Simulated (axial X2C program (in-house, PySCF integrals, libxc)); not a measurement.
## Potential curves of SiSe⁻, 2c

All values were computed with an axial X2C code built on PySCF integrals. Two-component (2c) means X2C with spin–orbit coupling and atomic mean-field two-electron Coulomb and Gaunt terms. Basis: Se dyall-acv3z [9s10p7d5f1g], Si dyall-av3z [9s8p3d2f] (cores contracted in-house); Gaussian nuclei, density fitting, unrestricted open shells. Masses: Se 79.917 u, Si 27.977 u.

State: Ω = 1/2 (⟨Sz⟩ = -0.50, ⟨Lz⟩ = 1.00 at BLYP). Energies in eV from the fragments at the same level (Se- + Si). Fits are polynomials in 1 − R0/R over 0.85 to 1.23 times the lowest point R0.

```
 R (Å)     BLYP
1.8931  -2.8558
1.9802  -3.4789
2.0454  -3.7606
2.1107  -3.9238
2.1760  -3.9959
2.2522  -3.9936
2.3283  -3.9229
2.4262  -3.7638
2.5459  -3.5048
2.7200  -3.0734
```

Occupations by symmetry block were frozen at the best pattern of an incomplete PBE0 search. Dissociation energies refer to the lowest single-determinant-based atoms at the same level and basis. Density functionals use the spin component along the axis (collinear). The 2c atoms are single determinants rather than J levels; their spin–orbit lowering is only partly caught, and De is too large by that part. This holds for BLYP. The functionals have no current-density term, which raises determinants with orbital currents, atoms included. The highest occupied level of some functionals is positive through self-interaction error; at Hartree–Fock it is bound.

What are Re, ωe and De at the BLYP level?

At BLYP, 2c: Re = 2.211 Å, ωe ≈ 428 cm⁻¹, De = 4.00 eV to Se- + Si; Be follows as 0.166 cm⁻¹.
